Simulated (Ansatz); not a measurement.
Isolated molecules relaxed with PBE0-D4/def2-TZVP in Ansatz; ΔE leaves out vibrations. CBS: MP2 limit from def2 TZ/QZ plus the TZ coupled-cluster correction, frozen cores. DFT in def2-TZVPP. B3LYP here is the variant with VWN-RPA as its local correlation; programs differ in this. def2 core potentials past Kr. For Hf, Mo outer-core shells are correlated without core-valence functions, which leaves a few kJ/mol of doubt a bond. One conformer a species, not always the lowest.

`C[O][Mo]([F])([F])([F])([Cl])[O]C` + `[OH][Hf]([Cl])([Cl])[Cl]` → `C[O][Hf]([Cl])([Cl])[Cl]` + `C[O][Mo]([OH])([F])([F])([F])[Cl]`  (substitution at a C–O bond)

`C[O][Mo]([F])([F])([F])([Cl])[O]C`:

Cartesian coordinates in Å:
```
C 2.190 0.218 -1.718
O 1.169 0.435 -0.792
Mo -0.483 -0.164 -0.361
F -1.281 1.507 -0.158
F 0.219 -1.869 -0.603
F -2.107 -1.042 -0.137
Cl -1.074 0.007 -2.594
O -0.334 -0.143 1.454
C -1.234 0.095 2.499
H 3.038 0.856 -1.468
H 1.809 0.460 -2.716
H 2.480 -0.837 -1.684
H -1.597 1.125 2.421
H -2.077 -0.596 2.410
H -0.716 -0.052 3.448
```

`[OH][Hf]([Cl])([Cl])[Cl]`:

```xyz
6

O     0.101    0.828   -1.223
Hf   -0.027   -0.224    0.332
Cl   -1.638   -1.886    0.004
Cl    2.046   -1.211    0.767
Cl   -0.649    1.133    2.130
H     0.167    1.359   -2.011
```

`C[O][Hf]([Cl])([Cl])[Cl]`:

Cartesian coordinates in Å:
```
C -0.019 -1.631 0.576
O -0.005 -0.315 0.111
Hf 0.017 1.450 -0.512
Cl -1.811 1.752 -1.944
Cl -0.138 2.886 1.330
Cl 2.026 1.802 -1.662
H -0.880 -2.163 0.162
H 0.897 -2.143 0.271
H -0.086 -1.639 1.667
```

`C[O][Mo]([OH])([F])([F])([F])[Cl]`:

Z-matrix (Å, degrees):
```
Mo
F 1 1.846
O 1 1.794 2 95.0
F 1 1.853 2 92.4 3 -169.2
Cl 1 2.317 2 171.5 3 103.7
O 1 1.871 2 93.5 3 -86.5
F 1 1.846 2 84.3 3 101.4
C 3 1.393 1 144.2 2 -141.4
H 6 0.964 1 119.0 2 -89.4
H 8 1.096 3 108.0 1 -58.8
H 8 1.094 3 108.6 1 60.2
H 8 1.091 3 109.0 1 -179.1
```

```csv
level,ΔE (kcal/mol)
revPBE-D4,3.7
CAM-B3LYP-D4,4.1
B3LYP,3.6
r2SCANh,4.4
r2SCAN0,4.3
CCSD(T)/def2-SVP,5.2
CCSD/def2-TZVPP,3.6
HF/CBS(def2),2.7
```

Task: What does CCSD(T)/CBS give? (An estimate is asked.)

Result: The calculation gave: +4.7 kcal/mol. The listed levels differ from it by -1.0, -0.6, -1.1, -0.3, -0.4, 0.5, -1.1, -2.0 kcal/mol.

Largest T1 diagnostic among the species: 0.025, so the coupled-cluster value is less sure than usual.

In def2-TZVPP, CCSD(T) changes the Hartree–Fock value by +1.0 kcal/mol (the triples alone add +0.3 kcal/mol) and MP2 by +2.0 kcal/mol. Leaving LDA and LC-ωPBE aside and taking each functional with its dispersion term where it has one, the values, not all of them listed here, spread over 0.8 kcal/mol, from revPBE-D4 to r2SCAN-D4. LDA lies +1.3 kcal/mol from PBE without D4.

CCSD(T)/CBS has its own doubt, a few kJ/mol and more with outer-core shells, so smaller differences from it don't rank the levels.
